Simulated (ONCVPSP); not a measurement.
# Scattering properties, ONCV potential for oxygen (O)

oxygen, optimised norm-conserving Vanderbilt (ONCV), made with ONCVPSP 4.0.1 (LDA (Perdew-Wang 92), non-relativistic). Core [He], reference 2s2 2p4. Waves: 2s: rc 0.65 bohr, ncon 3, nbas 6, qcut 11.2 1/bohr, 2 projectors, debl 1.5 Ha; 2p: rc 1.45 bohr, ncon 5, nbas 9, qcut 9 1/bohr, 3 projectors, debl 3.5 Ha; d scattering state at 0.2 Ha: rc 1.25 bohr, ncon 3, nbas 6, qcut 7 1/bohr, 2 projectors, debl 3.6 Ha. Local part: polynomial inside 0.40 bohr (lpopt 5, dvloc0 1 Ha). Core correction: Teter function fitted to the true core (icmod 2), fcfact 0.75.

The phase is arctan(r·R′/R) of the radial function R(r), unwrapped; energies in Ha, scanned from -2 to 5 Ha. A pole is an energy at which the radial function vanishes at the test radius. The pseudo phase is shifted by a multiple of π to meet the all-electron one at the reference energy, and phase errors are pseudo minus all-electron; the curves can meet again beyond the range given. Levels narrower than the energy grid can be missing from the lists of poles.

| channel | radius (bohr) | reference energy (Ha) | poles, all-electron | poles, pseudo | unbroken range about the reference energy with phases within 0.05 rad | phase error 1 Ha above the reference energy (rad) |
| --- | --- | --- | --- | --- | --- | --- |
| s | 0.66 | -0.87 | none | none | the whole range | +0.000 |
| p | 1.47 | -0.34 | 0.52 | 0.52 | the whole range | +0.000 |
| d | 1.27 | 0.20 | none | none | the whole range | +0.001 |

Note: ghosts flagged at negative energy: d at -57.9 eV; GHOST(+) flagged for s at 474.1 eV. A true bound ghost makes a file unfit for plane-wave use.

Phases in the d channel:

```tsv
E (Ha)	all-electron	pseudo
-1.98	1.137	1.160
-1.80	1.122	1.132
-1.62	1.105	1.111
-1.44	1.086	1.090
-1.26	1.066	1.069
-1.08	1.043	1.045
-0.90	1.018	1.019
-0.72	0.990	0.991
-0.54	0.959	0.959
-0.36	0.923	0.923
-0.18	0.882	0.882
0.00	0.836	0.836
0.18	0.782	0.782
0.36	0.721	0.721
0.54	0.649	0.649
0.72	0.565	0.565
0.90	0.468	0.469
1.08	0.356	0.357
1.26	0.229	0.230
1.44	0.088	0.089
1.62	-0.063	-0.061
1.80	-0.218	-0.216
1.98	-0.370	-0.368
2.16	-0.512	-0.511
2.34	-0.641	-0.640
2.52	-0.755	-0.754
2.70	-0.855	-0.854
2.88	-0.940	-0.940
3.06	-1.014	-1.014
3.24	-1.078	-1.078
3.42	-1.133	-1.133
3.60	-1.181	-1.181
3.78	-1.223	-1.223
3.96	-1.261	-1.261
4.14	-1.294	-1.294
4.32	-1.324	-1.324
4.50	-1.351	-1.351
4.68	-1.375	-1.375
4.86	-1.398	-1.397
```
